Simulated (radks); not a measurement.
Results of a calculation; reference values are marked as such.
Question: The titanium ion Ti6+ is in [Ne] 3s2 3p(1/2: 2, 3/2: 2). Level of theory: Dirac Kohn-Sham, BLYP, spin-unpolarised, spherical densities, finite nucleus; Fermi nuclear charge, rms radius of each element as measured or else 0.836 A^(1/3) + 0.57 fm (a radial shooting solver on a logarithmic mesh with Libxc functionals). Sub-shells are occupied by j as written (lower j first in brackets). One electron is removed from 3p1/2, 3p3/2, 2p3/2, 3s1/2 in turn, with full relaxation. Which removal costs least, and what does each cost?

Answer: 3p3/2 143.05 eV; 3p1/2 143.95 eV; 3s1/2 168.78 eV; 2p3/2 584.92 eV. The 3p3/2 electron leaves first.
